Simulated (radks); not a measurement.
Q: All-electron atom: Sn9+ in [Ar] 3d10 4s1 4p6 4d5 5s1 (not the ground configuration). All-electron calculation, Dirac Kohn-Sham, revPBE, spin-unpolarised, spherical densities, finite nucleus; open shells fill j = l - 1/2 first; Fermi nuclear charge, rms radius 4.6519 fm. Program: a radial shooting solver on a logarithmic mesh with Libxc functionals. Some entries of the table are withheld. Estimate them.

orbital,occ.,eigenvalue (eV),r(max) (bohr)
1s1/2,2,-29176.52,0.01877
2s1/2,2,-4557.659,0.1062
2p1/2,2,(1),(2)
2p3/2,4,(3),(4)
3s1/2,2,-1021.703,0.3074
3p1/2,2,-904.6320,0.2937
3p3/2,4,-862.2797,0.3039
3d3/2,4,-655.9299,0.2488
3d5/2,6,-647.1580,0.2517
4s1/2,1,-296.5762,0.7321
4p1/2,2,-255.8223,0.7518
4p3/2,4,-247.0838,0.7732
4d3/2,4,-180.4116,0.8190
4d5/2,1,-178.9121,0.8257
5s1/2,1,-123.7736,1.555

A: 
(1) 2p1/2 eigenvalue (eV): -4269.106
(2) 2p1/2 r(max) (bohr): 0.08180
(3) 2p3/2 eigenvalue (eV): -4038.443
(4) 2p3/2 r(max) (bohr): 0.08632
